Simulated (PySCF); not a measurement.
Gas-phase reaction: SbF3 + F2 → SbF5, at 2000 K and a standard pressure of 1 bar. Level: r2SCAN/def2-TZVP†.

Computed with PySCF and rigid-rotor harmonic-oscillator thermochemistry at 1 bar. † marks an energy on the PBE0/def2-TZVP geometry and frequencies. All species are closed-shell singlets. Sb: scalar-relativistic def2 core potential, no spin-orbit coupling. The harmonic model lacks anharmonicity and excited electronic states, which grow with temperature; levels with a mode under 35 cm⁻¹ are left out. Soft modes under 120 cm⁻¹ make the harmonic entropy rough for SbF5.

```
species      E (Ha)  H(2000 K) − E (kJ/mol)  S°(2000 K) (J/mol/K)
-------  ----------  ----------------------  --------------------
SbF3     -540.00379                   167.3                 452.0
F2       -199.51716                    75.7                 267.5
SbF5     -739.68498                   268.1                 581.3
```
E: electronic energy; H − E holds the zero-point and thermal terms. 1 Ha = 2625.5 kJ/mol.

Problem. Work out ΔH°, ΔS°, ΔG° and log10 K from these numbers.

Solution. 1. ΔE = 1×(-739.68498) − 1×(-540.00379) − 1×(-199.51716) = -0.16403 Ha = -430.7 kJ.
2. Δ(H − E) = 1×(268.1) − 1×(167.3) − 1×(75.7) = 25.1 kJ, so ΔH° = -405.6 kJ.
3. ΔS° = 1×(581.3) − 1×(452.0) − 1×(267.5) = -138.2 J/K; the number of gas molecules changes by -1.
4. ΔG° = ΔH° − TΔS° = -405.6 − 2000×(-138.2)/1000 = -129.2 kJ.
5. log10 K = −ΔG°/(RT ln 10) = 3.37, with RT ln 10 = 38.29 kJ/mol; at standard pressures the products are favoured.
6. A shift of 10 kJ in ΔE would move log10 K by 0.26 here.
7. Lowering the total pressure from 1 bar to 0.01 bar multiplies the mole-fraction quotient K_x = K (p/p°)^(−Δn) by 10^-2, which pushes the balance towards the reactants.
For scale, ΔH°(298 K) is -425 kJ at this level, -414 kJ at ωB97M-V/def2-TZVP†, and runs from -458 to -347 kJ over the 17 levels computed.
